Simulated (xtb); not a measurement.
Harmonic IR lines of one isomer of CH6OSi2, unscaled. These are GFN2-xTB (xtb) values and carry that method's errors.

| wavenumber (cm⁻¹) | relative intensity |
|---|---|
| 372 | 6.9 |
| 435 | 3.6 |
| 612 | 29 |
| 687 | 3.9 |
| 750 | 100 |
| 791 | 8.7 |
| 804 | 44 |
| 1367 | 5.4 |
| 1729 | 30 |
| 2208 | 23 |
| 2228 | 20 |
| 2242 | 37 |
| 2257 | 91 |
| 2661 | 24 |

Question: Name which structure gives these lines.
(A) `[SiH3][Si@@H]1CO1`
(B) `O=C[SiH2][SiH3]`
(C) `[SiH2]=CO[SiH3]`
(D) `C=[SiH]O[SiH3]`

Answer: B, `O=C[SiH2][SiH3]`
